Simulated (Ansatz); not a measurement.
Cost and result for the atomization energy of C$_{2}$H$_{7}$FSi$_{2}$ (`F[SiH2]C1C[SiH2]1`) (12 atoms, 12 bonds).

```xyz
12

F    -2.454   -1.232   -0.624
Si   -1.675    0.132   -0.301
C     0.120   -0.060   -0.619
C     1.095    0.868    0.164
Si    1.212   -0.912    0.612
H    -2.306    1.181   -1.142
H    -1.878    0.450    1.137
H     0.390   -0.221   -1.661
H     0.642    1.559    0.869
H     1.881    1.330   -0.423
H     2.344   -1.711    0.102
H     0.628   -1.383    1.884
```

Total charge 0; spin multiplicity 1. The geometry is a stationary point of PBE0-D4/def2-TZVP. It is one conformer, not always the lowest. Program: Ansatz. All runs use 4 threads of an Arm Neoverse V1 on a shared host. Times are those of one run each, without the atoms' runs, and a repeat can differ threefold. Electronic energies, without spin–orbit coupling; frozen cores. CCSD(T)/CBS adds CCSD(T) − MP2 in def2-TZVPP to the MP2 limit, and its time is that of the two runs behind it. T1 = 0.011. B3LYP takes the VWN-RPA correlation (the form of Gaussian; ORCA's B3LYP/G).

CCSD(T)/CBS is a level of theory with its own doubt, some kJ/mol a heavy atom from the limit and from the frozen cores, so smaller differences don't rank the functionals.

```tsv
level	functions	wall time	atomization (kcal/mol)	difference from CCSD(T)/CBS	per bond
PBE-D4/def2-TZVPP (with forces)	275	3 s	1046.4	6.1	0.5
PBE0-D4/def2-TZVPP	275	3.5 s	1036.0	-4.3	-0.4
B3LYP-D4/def2-TZVPP (with forces)	275	6 s	1035.3	-5.0	-0.4
B2PLYP/def2-TZVPP	275	6.5 s	1025.8	-14.5	-1.2
r2SCAN-D4/def2-TZVPP (with forces)	275	7 s	1041.3	1.0	0.1
ωB97X-V/def2-TZVPP	275	8.5 s	1044.2	3.9	0.3
ωB97M-V/def2-TZVPP (with forces)	275	13 s	1041.6	1.3	0.1
MP2/def2-QZVPP	521	28 s	1043.1	2.8	0.2
CCSD(T)/def2-TZVPP	275	3.3 min	1013.6	-26.7	-2.2
CCSD(T)/CBS(def2)	–	3.8 min	1040.3	0.0	0.0
```

In def2-TZVPP, CCSD(T) changes the Hartree–Fock value by +233.1 kcal/mol (the triples alone add +13.1 kcal/mol) and MP2 by +246.5 kcal/mol; breaking electron pairs costs correlation energy, which Hartree–Fock lacks. The D4 term adds +10.4 kcal/mol with B3LYP and +5.5 kcal/mol with PBE0; it sums over pairs of atoms, weighted by their polarisabilities, and B3LYP, whose exchange is more repulsive, gets the larger term. From PBE to PBE0 (25 % exact exchange), in def2-TZVPP and without D4, the atomization energy moves by −9.4 kcal/mol: exact exchange takes away binding that semilocal exchange gives to molecules.
